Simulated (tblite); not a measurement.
Species: C₆H₈ClF.
SMILES: `C[C@@H]1C[C@H](Cl)/C1=C/F`

Level: GFN2-xTB in tblite, geometry and Hessian alike; calculated harmonic values, unscaled, isolated species. The method is semi-empirical: single wavenumbers can be off by several per cent or more.

Harmonic wavenumbers (cm⁻¹): 40.4, 111.8, 134.8, 207.8, 253.2, 288.3, 340.0, 361.1, 488.1, 533.2, 639.5, 737.4, 795.2, 835.1, 910.9, 938.0, 1010.8, 1052.1, 1072.3, 1102.6, 1122.7, 1133.7, 1168.4, 1177.0, 1201.1, 1218.9, 1240.4, 1263.7, 1307.2, 1405.5, 1455.9, 1488.4, 1494.4, 1770.1, 2951.3, 2952.6, 3023.4, 3033.2, 3035.9, 3040.8, 3047.3, 3075.8.

A = 2228, B = 1270, C = 935.7 MHz; mass 134.030 u (most abundant isotopes); point group C1, symmetry number 1.

Problem. Zero-point energy?

Solution. Half the sum of the wavenumbers: 27230 cm⁻¹ = 77.86 kcal/mol.

Problem. Entropy at 350 K, 1 bar (ideal gas, RRHO, classical rotation)?

Solution. Translation 41.41, rotation 29.66, vibration 26.45: S = 97.5 cal/(mol K).

Problem. And Cp and H(350 K) − H(0)?

Solution. Cp = 36.53 cal/(mol K), of which vibrations give 28.58 (their classical limit is 42 R = 83.5); H(350 K) − H(0) = 7.69 kcal/mol without the zero-point energy, 4.91 from vibrations.

Problem. What must be added to the electronic energy to get the Gibbs energy at 350 K and 1 bar?

Solution. ZPE + [H(350 K) − H(0)] − T·S = 77.86 + 7.69 − 34.14 = 51.41 kcal/mol.

Problem. Blend soft modes into free rotors: weight 1/[1 + (100 cm⁻¹/ν̃)⁴] for the oscillator and the rest for a rotor with moment μB/(μ + B), μ = h/(8π²ν), B = 10⁻⁴⁴ kg m². What vibrational entropy results?

Solution. 24.50 cal/(mol K) in place of 26.45, which changes −T·S at 350 K by +0.68 kcal/mol.

Problem. How do the functions run with temperature in this model?

Solution. 
```
 T (K)  S (cal/(mol K))  Cp (cal/(mol K))  H − H(0) (kcal/mol)  G − H(0) (kcal/mol)  ln q(vib)
    50             58.0              11.6                 0.47                -2.43       0.44
   100             67.4              16.1                 1.17                -5.58       1.31
298.15             92.0              32.1                 5.91               -21.53       5.22
373.15             99.9              38.5                 8.56               -28.73       6.73
   500            112.6              48.0                14.06               -42.22       9.30
   750            134.7              61.1                27.84               -73.21      14.31
  1000            153.5              69.5                44.24              -109.31      19.04
```

q(vib) and H(0) count from the zero-point level.

Problem. Which modes carry the vibrational entropy at 350 K?

Solution. 40.4 cm⁻¹: 5.56; 111.8 cm⁻¹: 3.55; 134.8 cm⁻¹: 3.19; 207.8 cm⁻¹: 2.36; 253.2 cm⁻¹: 1.99; 288.3 cm⁻¹: 1.76 cal/(mol K); the other 36 give 8.04 together.

Hindered rotation and anharmonicity are outside this model. The structure is chiral; the term R ln 2 for an equal mix with its mirror image is left out.
